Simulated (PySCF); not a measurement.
Species: C₄H₅F₂O₂ (charge -1).
SMILES: `C(C(C(=O)[O-])CF)F`

The closed-shell SCF was solved with PySCF and density fitting under several settings on one GFN2-xTB geometry (grid level 2 and gas phase unless stated).

```
                                 settings  basis functions  SCF cycles     E (Eh)  HOMO (eV)  LUMO (eV)
                            PBE0/pcSseg-1              161          14  -505.0565      -1.87       5.65
WP04/MINI, fitting basis def2-qzvpp-jkfit               45          10  -511.8909      -3.05       3.63
```

Estimate the row for these settings: PBE0/STO-3G, fitting basis def2-universal-jkfit.

```csv
settings,basis functions,SCF cycles,E (Eh),HOMO (eV),LUMO (eV)
"PBE0/STO-3G, fitting basis def2-universal-jkfit",45,10,-498.0844,4.52,12.85
```

Over all rows, what range does the HOMO–LUMO gap span?

From 6.68 eV (WP04/MINI, fitting basis def2-qzvpp-jkfit) to 8.33 eV (PBE0/STO-3G, fitting basis def2-universal-jkfit). The functional of the narrowest has 12 % exact exchange, that of the widest 25 % exact exchange.

Compare two rows with the functional PBE0: PBE0/pcSseg-1 and PBE0/STO-3G, fitting basis def2-universal-jkfit. Which energy is lower, and by how much?

PBE0/pcSseg-1 (161 functions) lies 6.9721 Eh or 4375 kcal/mol below PBE0/STO-3G, fitting basis def2-universal-jkfit (45 functions).

Whole jobs, the steps after the SCF included, on an Arm Neoverse V2 with one thread (shared host):

```tsv
settings	work after the SCF	wall time	peak memory
PBE0/pcSseg-1	shieldings, charges and field gradients	15 s	0.72 GiB
WP04/MINI, fitting basis def2-qzvpp-jkfit	1 singlet by TDA, polarisability	2.9 s	0.39 GiB
PBE0/STO-3G, fitting basis def2-universal-jkfit	shieldings	3.5 s	0.39 GiB
```

Cycle counts include a coarse-grid stage where the run had one. WP04 was designed for NMR shieldings or shifts; total energies of different functionals aren't comparable. The HOMO energy is positive at PBE0/STO-3G; such an orbital is held in place by the finite basis.

The values belong to the conformer `[O:1]=[C:2]([O-:3])[CH:4]([CH2:5][F:6])[CH2:7][F:8]`: O1–C2–C4–C5 151°, C2–C4–C5–F6 161°, C2–C4–C7–F8 -160°.
